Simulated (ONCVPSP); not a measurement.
# Which change was made? (Mn, ONCV)

- Element: manganese (Mn)
- Generator: ONCVPSP 4.0.1
- Type: optimised norm-conserving Vanderbilt (ONCV)
- Functional: PBEsol
- Relativity: scalar-relativistic
- Frozen core: [Ne]
- Valence charge: 15
- Reference configuration: 3s2 3p6 3d5 4s2
- Partial waves: 3s+4s: rc 1.35 bohr, ncon 4, nbas 8, qcut 7.4 1/bohr, 2 projectors; 3p: rc 0.90 bohr, ncon 4, nbas 8, qcut 8.5 1/bohr, 2 projectors, debl 0.9 Ha; 3d: rc 1.75 bohr, ncon 4, nbas 9, qcut 9.9 1/bohr, 2 projectors, debl 2.4 Ha
- Local potential: polynomial inside 0.70 bohr (lpopt 5, dvloc0 -1 Ha)
- Core correction: Teter function, fcfact 4, rcfact 1.8

In the p channel the program set the typed energies aside and used -2.002, 0.250 Ha.

Cutoffs, loose and tight: the cutoffs (Ha) at which the residual kinetic energy of the hardest occupied pseudo-wave falls to 1 and 0.1 mHa per electron. They do not see the model core or the augmentation charge, which bear on the density cutoff. Test errors are all-electron minus pseudo excitation energies from the reference, over the configurations 3s2 3p6 3d5 4s1; 3s2 3p6 3d5 4s0; 3s2 3p6 3d4 4s0; 3s2 3p6 3d5 4s0 4p1; variants that change the core or the reference have their own tests.

The base gives: outcome: generated, projector energies reset by the program; cutoff, loose: 35 Ha; cutoff, tight: 218 Ha; bound ghosts: none; GHOST(+) flags above zero: s; largest test error (meV): +37.

(1) After one change the result is: outcome: generated, projector energies reset by the program; cutoff, loose: 30 Ha; cutoff, tight: 34 Ha; bound ghosts: none; GHOST(+) flags above zero: none; largest test error (meV): +74. Which change was it?
A. all radii but the core radius scaled by about 1.20 (s 1.62, p 1.08, d 2.10 bohr); local potential polynomial inside 0.84 bohr (lpopt 5, dvloc0 -1 Ha)
B. all radii but the core radius scaled by about 0.93 (s 1.26, p 0.84, d 1.64 bohr); local potential polynomial inside 0.66 bohr (lpopt 5, dvloc0 -1 Ha)
C. all radii but the core radius scaled by about 1.31 (s 1.78, p 1.18, d 2.30 bohr); local potential polynomial inside 0.92 bohr (lpopt 5, dvloc0 -1 Ha)

Answers

(1) A. The others give: all radii but the core radius scaled by about 1.31 (s 1.78, p 1.18, d 2.30 bohr); local potential polynomial inside 0.92 bohr (lpopt 5, dvloc0 -1 Ha) → outcome: generated, projector energies reset by the program; cutoff, loose: 29 Ha; cutoff, tight: 34 Ha; bound ghosts: none; GHOST(+) flags above zero: none; largest test error (meV): +109 | all radii but the core radius scaled by about 0.93 (s 1.26, p 0.84, d 1.64 bohr); local potential polynomial inside 0.66 bohr (lpopt 5, dvloc0 -1 Ha) → outcome: generated, projector energies reset by the program; cutoff, loose: 80 Ha; cutoff, tight: 265 Ha; bound ghosts: none; GHOST(+) flags above zero: s; largest test error (meV): +27.
